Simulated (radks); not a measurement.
Species: Sc9+. Configuration: [He] 2s1.5 2p6 3s2 3d0.5 (fractional occupations, a model configuration). All-electron calculation, Dirac Kohn-Sham, PBE, spin-unpolarised, spherical densities, finite nucleus; open shells fill j = l - 1/2 first; Fermi nuclear charge, rms radius 3.5459 fm. Program: a radial shooting solver on a logarithmic mesh with Libxc functionals.

X-ray form factor f0, the Fourier transform of the density (f0(0) = 12):

| sin(theta)/lambda (1/angstrom) | f0 (electrons) |
|---|---|
| 0.05 | 11.940 |
| 0.1 | 11.766 |
| 0.15 | 11.490 |
| 0.2 | 11.129 |
| 0.25 | 10.706 |
| 0.3 | 10.245 |
| 0.4 | 9.290 |
| 0.5 | 8.388 |
| 0.6 | 7.596 |
| 0.8 | 6.317 |
| 1 | 5.276 |
| 1.25 | 4.148 |
| 1.5 | 3.226 |
| 2 | 2.062 |
